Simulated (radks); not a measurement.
Spherical quantum dot in the effective-mass picture: electrons in a hard-walled sphere of radius 6.86, all in effective atomic units (hartree* = m*/eps^2 hartree, bohr* = eps/m* bohr), one dielectric constant everywhere. Method: non-relativistic Kohn-Sham, LDA (Slater exchange, Perdew-Wang correlation), spin-polarised, spherical densities; computed with a radial shooting solver with Libxc functionals. Levels are named by radial order and angular momentum (1s, 1p, 1d, 2s, ...), and open shells are averaged over m. Each electron was tried in the lowest free levels, single moves between levels near the top were tried too, and the lowest total energy was kept; such a search can miss a lower state. At N = 1 the Hartree and exchange-correlation terms need not cancel, so that row can carry a self-interaction error.

\begin{tabular}{lrrrrrrr}
N & open shells & 2S & E (hartree*) & mu = E(N) - E(N-1) (hartree*) & addition energy mu(N+1) - mu(N) (hartree*) & e(HOMO) (hartree*) & rms radius (bohr*) \\ \hline
1 & 1s(up 1, down 0) & 1 & 0.107122 & 0.10712 & 0.2133 & 0.19515 & 3.709 \\
2 & none & 0 & 0.427572 & 0.32045 & 0.2638 & 0.41000 & 3.971 \\
3 & 1p(up 1, down 0) & 1 & 1.01185 & 0.58427 & 0.1750 & 0.67093 & 4.239 \\
4 & 1p(up 2, down 0) & 2 & 1.77107 & 0.75923 & 0.1778 & 0.84793 & 4.393 \\
5 & 1p(up 3, down 0) & 3 & 2.70814 & 0.93706 & 0.2167 & 1.0263 & 4.502 \\
6 & 1p(up 3, down 1) & 2 & 3.86190 & 1.1538 & 0.1714 & 1.2389 & 4.590 \\
7 & 1p(up 3, down 2) & 1 & 5.18706 & 1.3252 & 0.1734 & 1.4117 & 4.660 \\
8 & none & 0 & 6.68565 & 1.4986 & 0.2740 & 1.5856 & 4.720 \\
9 & 1d(up 1, down 0) & 1 & 8.45824 & 1.7726 & 0.1702 & 1.8576 & 4.784 \\
10 & 1d(up 2, down 0) & 2 & 10.4010 & 1.9428 & 0.1707 & 2.0281 & 4.839 \\
11 & 1d(up 3, down 0) & 3 & 12.5145 & 2.1135 & 0.1709 & 2.1989 & 4.885 \\
12 & 1d(up 4, down 0) & 4 & 14.7989 & 2.2844 & 0.1709 & 2.3698 & 4.927 \\
13 & 1d(up 5, down 0) & 5 & 17.2542 & 2.4553 & 0.2098 & 2.5408 & 4.963 \\
14 & 1d(up 5, down 1) & 4 & 19.9193 & 2.6651 & 0.1676 & 2.7488 & 4.996 \\
15 & 1d(up 5, down 2) & 3 & 22.7520 & 2.8327 & 0.1681 & 2.9167 & 5.027 \\
16 & 1d(up 5, down 3) & 2 & 25.7528 & 3.0008 & 0.1684 & 3.0849 & 5.054 \\
17 & 1d(up 5, down 4) & 1 & 28.9219 & 3.1692 & 0.1685 & 3.2534 & 5.080 \\
18 & none & 0 & 32.2596 & 3.3377 & 0.2908 & 3.4220 & 5.103 \\
19 & 1f(up 1, down 0) & 1 & 35.8881 & 3.6285 & 0.1666 & 3.7118 & 5.129 \\
20 & 1f(up 2, down 0) & 2 & 39.6833 & 3.7952 & 0.1667 & 3.8785 & 5.152 \\
21 & 1f(up 3, down 0) & 3 & 43.6452 & 3.9619 & 0.1668 & 4.0453 & 5.174 \\
22 & 1f(up 4, down 0) & 4 & 47.7739 & 4.1287 & 0.1668 & 4.2121 & 5.194 \\
23 & 1f(up 5, down 0) & 5 & 52.0693 & 4.2954 & 0.1668 & 4.3788 & 5.213 \\
24 & 1f(up 6, down 0) & 6 & 56.5315 & 4.4622 & 0.1667 & 4.5456 & 5.231 \\
25 & 1f(up 7, down 0) & 7 & 61.1604 & 4.6289 & 0.2051 & 4.7123 & 5.248 \\
26 & 1f(up 7, down 1) & 6 & 65.9945 & 4.8340 & 0.1649 & 4.9165 & 5.264 \\
27 & 1f(up 7, down 2) & 5 & 70.9934 & 4.9989 & 0.1650 & 5.0814 & 5.279 \\
28 & 1f(up 7, down 3) & 4 & 76.1574 & 5.1639 & 0.1651 & 5.2465 & 5.294 \\
29 & 1f(up 7, down 4) & 3 & 81.4864 & 5.3291 & 0.1652 & 5.4116 & 5.308 \\
30 & 1f(up 7, down 5) & 2 & 86.9806 & 5.4942 & 0.1652 & 5.5768 & 5.321 \\
31 & 1f(up 7, down 6) & 1 & 92.6400 & 5.6594 & 0.1652 & 5.7420 & 5.333 \\
32 & none & 0 & 98.4646 & 5.8246 & 0.3105 & 5.9072 & 5.345 \\
33 & 1g(up 1, down 0) & 1 & 104.600 & 6.1351 & 0.1640 & 6.2171 & 5.358 \\
34 & 1g(up 2, down 0) & 2 & 110.899 & 6.2991 & 0.1641 & 6.3812 & 5.370 \\
35 & 1g(up 3, down 0) & 3 & 117.362 & 6.4632 & - & 6.5452 & 5.382 \\
\end{tabular}

All shells are closed at N = 2, 8, 18, 32 (there: 1s2 1p6 1d10 1f14); the second difference of the energy has clear peaks (12 % above both neighbours; the first and last values, which can be the largest, are not judged, and half-filled shells can peak too) at N = 2, 5, 8, 13, 18, 25, 32.
